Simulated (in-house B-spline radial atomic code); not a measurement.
Relativistic effects in Kr8+, [Ar] 3d10: non-relativistic Hartree-Fock (point nucleus) against Dirac-Hartree-Fock (Fermi nucleus of rms radius 4.1884 fm), both averages of the configuration, computed with a radial B-spline atomic code at the basis-set limit.

```json
{"orbital": "1s1/2", "ε NR (Eh)": "-525.29", "ε Dirac (Eh)": "-534.85", "<r> NR (bohr)": "0.04244", "<r> Dirac (bohr)": "0.04147", "change of <r> (%)": "-2.3"}
{"orbital": "2s1/2", "ε NR (Eh)": "-74.901", "ε Dirac (Eh)": "-77.113", "<r> NR (bohr)": "0.1872", "<r> Dirac (bohr)": "0.1827", "change of <r> (%)": "-2.4"}
{"orbital": "2p1/2", "ε NR (Eh)": "-68.028", "ε Dirac (Eh)": "?", "<r> NR (bohr)": "0.1618", "<r> Dirac (bohr)": "?", "change of <r> (%)": "?"}
{"orbital": "2p3/2", "ε NR (Eh)": "-68.028", "ε Dirac (Eh)": "-67.932", "<r> NR (bohr)": "0.1618", "<r> Dirac (bohr)": "0.1613", "change of <r> (%)": "-0.3"}
{"orbital": "3s1/2", "ε NR (Eh)": "-15.708", "ε Dirac (Eh)": "-16.119", "<r> NR (bohr)": "0.5363", "<r> Dirac (bohr)": "0.5258", "change of <r> (%)": "-2.0"}
{"orbital": "3p1/2", "ε NR (Eh)": "-13.199", "ε Dirac (Eh)": "-13.524", "<r> NR (bohr)": "0.5394", "<r> Dirac (bohr)": "0.5285", "change of <r> (%)": "-2.0"}
{"orbital": "3p3/2", "ε NR (Eh)": "-13.199", "ε Dirac (Eh)": "-13.214", "<r> NR (bohr)": "0.5394", "<r> Dirac (bohr)": "0.5378", "change of <r> (%)": "-0.3"}
{"orbital": "3d3/2", "ε NR (Eh)": "-8.7119", "ε Dirac (Eh)": "-8.6967", "<r> NR (bohr)": "0.5385", "<r> Dirac (bohr)": "0.5376", "change of <r> (%)": "-0.2"}
{"orbital": "3d5/2", "ε NR (Eh)": "-8.7119", "ε Dirac (Eh)": "?", "<r> NR (bohr)": "0.5385", "<r> Dirac (bohr)": "?", "change of <r> (%)": "?"}
```

(1) What happens to 3d5/2?

(2) What happens to 2p1/2?

(3) What explains the pattern of contraction and expansion?

(4) By how much does the total energy change?

Answers

(1) Its energy goes to -8.645 hartree and <r> to 0.5411 bohr (+0.48 %).

(2) Its energy goes to -69.93 hartree and <r> to 0.1573 bohr (-2.78 %).

(3) Expansion is seen in 3d5/2. The s and p1/2 orbitals contract directly, screen the nucleus better, and so push out orbitals that have little density near the nucleus; spin-orbit coupling adds to this for j = l + 1/2 and opposes it for j = l - 1/2.

(4) By -36.653 hartree, from -2734.075 to -2770.728.
